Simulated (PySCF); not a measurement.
Correlation energy of Co (cobalt, neutral)

[Ar] 3d7 4s2, high-spin 4F determinant. All numbers are calculated (PySCF 2.14, the non-relativistic Hamiltonian (point nucleus), in aug-cc-pVTZ (8s7p5d3f2g, 93 functions)). Frozen: [Ar]; 9 electrons correlated.

```tsv
level	correlation energy (mhartree)
CCSD	-257.52
(T)	-9.72
CCSD(T)	-267.24
```

Diagnostics: T1 = 0.023, D1 = 0.0703, largest double amplitude 0.061.

Cost of the coupled-cluster step: about 18 core-seconds, for 9 correlated electrons.
